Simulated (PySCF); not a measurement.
**Dipole response of Cr³⁺ (chromium, charge +3)**

[Ar] 3d3, high-spin 4F determinant. Calculation: PySCF 2.14, in x2c-QZVPPall with one added diffuse shell each of s, p, d, f, g type (12s8p6d4f3g, 121 functions); scalar relativity by spin-free X2C-1e. Coupled (time-dependent) response in atomic units; α is the mean over directions.

| method | mean α (bohr³) | C₆ (like pair) | S(−4) |
| --- | --- | --- | --- |
| TPSS | 2.165 | 5.460 | 1.749 |

S(−4) is the Cauchy moment in α(ω) = α(0) + S(−4) ω² + …

α(iu) at TPSS:

```tsv
u (hartree)	α(iu) (bohr³)
0	2.165
0.0500	2.161
0.100	2.148
0.200	2.100
0.300	2.029
0.500	1.854
0.750	1.631
1.00	1.431
1.50	1.107
2.00	0.8659
3.00	0.5568
5.00	0.2777
```

A single London oscillator, α(iu) = α/(1 + u²/ω²), gives C₆ = (3/4) ω α². Matching the computed C₆ needs ω = 4 × 5.460 / (3 × 2.165²) = 1.55 hartree.

For an ion, C₆ is the dispersion term alone; charge-induced terms of lower order in 1/R come first.
